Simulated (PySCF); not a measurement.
## Orbital picture of GaC⁺

r²SCAN0 at R = 2.645 Å; PySCF, scalar-relativistic core potentials, basis sets Ga cc-pVDZ-PP with ECP10, C cc-pVDZ. State: ³Π (triplet), unpaired electrons σ ↑, π ↑. Only the outer orbitals are listed, counted within each symmetry, core potentials removing the inner ones.

| spin | orbital | occ. | ε (eV) | on Ga (%) | main shells (%) |
| --- | --- | --- | --- | --- | --- |
| α | 5σ | 1 | -23.42 | 3 | 96 C s |
| α | 6σ | 1 | -17.12 | 81 | 81 Ga s, 16 C p |
| α | 3π | 1 | -14.04 | 2 | 98 C p |
| α | 7σ | 1 | -13.83 | 28 | 72 C p, 15 Ga s, 12 Ga p |
| α | 3π | 0 | -9.73 | 11 | 89 C p, 10 Ga p |
| α | 4π | 0 | -7.46 | 98 | 98 Ga p |
| α | 4π | 0 | -7.31 | 90 | 90 Ga p, 10 C p |
| β | 5σ | 1 | -19.94 | 12 | 86 C s, 10 Ga s |
| β | 6σ | 1 | -16.35 | 88 | 88 Ga s, 11 C s |
| β | 3π | 0 | -8.97 | 19 | 81 C p, 18 Ga p |
| β | 7σ | 0 | -8.39 | 47 | 50 C p, 45 Ga p |
| β | 3π | 0 | -7.85 | 69 | 68 Ga p, 31 C p |

Problem. Which are the highest filled and the lowest empty level, where do they sit, and how wide is the gap?

Solution. Highest filled α 7σ at -13.83 eV (in %: 72 C p, 15 Ga s, 12 Ga p); lowest empty α 3π at -9.73 eV (in %: 89 C p, 10 Ga p); the gap at r²SCAN0 is 4.10 eV.

The bond order (Mayer) is 0.34. The ⟨S²⟩ is 2.010. The charge on Ga (Mulliken, basis-dependent) is 0.86. The charge on Ga (Löwdin, basis-dependent) is 0.78. The dipole moment (positive dipole points towards C; it is taken about the centre of mass and depends on that origin) is 0.52 D.

Spin–orbit coupling is left out. The state is the lowest determinant that a PBE0 search found; another state may lie lower at other levels.
